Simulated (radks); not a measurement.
Dipole-allowed excitations along the series with 30 electrons in [Ar] 3d10 4s2. Method: scalar-relativistic Kohn-Sham, PBE, spin-polarised, spherical densities, finite nucleus; Fermi nuclear charge, rms radius of each element as measured or else 0.836 A^(1/3) + 0.57 fm; computed with a radial shooting solver on a logarithmic mesh with Libxc functionals. Time-dependent linear response with the Hartree and adiabatic LDA kernel, continuum included through the Sternheimer equations, no spin-orbit coupling, so fine structure and intercombination lines are absent. Lines are the poles of the dipole polarisability below minus the highest occupied eigenvalue, found on a grid refined at the orbital gaps; the lowest seven at most are given, and weak or close lines can be missed. The first line takes the name of the lowest orbital gap if no other gap lies below it; otherwise a line is named after a gap within 0.6 % of it, if that gap stands alone.

| species | -e(HOMO) (eV) | lowest orbital gap (eV) | first line (eV) | f | static alpha (bohr^3) |
|---|---|---|---|---|---|
| Tc13+ | 304.34 | 4s-4p 33.459 | 40.030 (4s-4p) | 1.35 | 0.6859 |
| Ru14+ | 340.68 | 4s-4p 35.889 | 42.808 (4s-4p) | 1.33 | 0.5898 |
| Rh15+ | 378.88 | 4s-4p 38.384 | 45.651 (4s-4p) | 1.31 | 0.5106 |
| Pd16+ | 418.95 | 4s-4p 40.950 | 48.563 (4s-4p) | 1.29 | 0.4446 |
| Ag17+ | 460.90 | 4s-4p 43.591 | 51.552 (4s-4p) | 1.28 | 0.3893 |
| Cd18+ | 504.72 | 4s-4p 46.314 | 54.622 (4s-4p) | 1.26 | 0.3424 |
